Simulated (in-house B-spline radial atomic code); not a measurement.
A run on Ne⁵⁺ (an excited or competing configuration) that did not converge. Method: scalar-relativistic (X2C) PBE0, spin-polarised, spherical fractional occupations, exact exchange averaged over the configuration, Fermi nucleus of rms radius 3.0055 fm; computed with a B-spline radial code for spherical atoms.

Command:
```bash
python run_scf.py task.json out
```
Settings (nuclear radius in fm, mass in u):
```
Z                10
configuration    [He] 2s1 2p1 3p1
hamiltonian      x2c
method           pbe0
spin_polarised   True
nucleus          fermi
rms_radius       3.0055
atomic_mass      19.99244
speed_of_light   137.035999084
exact_exchange   averaged over the configuration
```

First and last ten iterations of the last attempt (damped for 15 steps, keeping 80 % of the old Fock matrix, then DIIS):
```
 iter        energy (Eh)    residual
    1        -111.141761    4.57e-01
    2        -112.009573    5.71e-02
    3        -112.072591    4.85e-02
    4        -112.107238    4.09e-02
    5        -112.125505    3.49e-02
    6        -112.134876    3.13e-02
    7        -112.139588    2.81e-02
    8        -112.141913    2.53e-02
    9        -112.143032    2.28e-02
   10        -112.143548    2.08e-02
  111        -112.143412    4.65e-07
  112        -112.143412    4.65e-07
  113        -112.143412    4.64e-07
  114        -112.143412    4.64e-07
  115        -112.143412    3.64e-07
  116        -112.143412    4.64e-07
  117        -112.143412    4.64e-07
  118        -112.143412    4.64e-07
  119        -112.143412    4.64e-07
  120        -112.143412    4.64e-07
 not converged after 120 iterations
```

The smallest residual met was 3.6e-07; the threshold is about 1e-07. Over the last five steps the energy moves by less than 1e-08 hartree, but the orbitals didn't meet the threshold. Run time, properties included: 4 s on 1 thread of Arm Neoverse N1, with other jobs on the host.
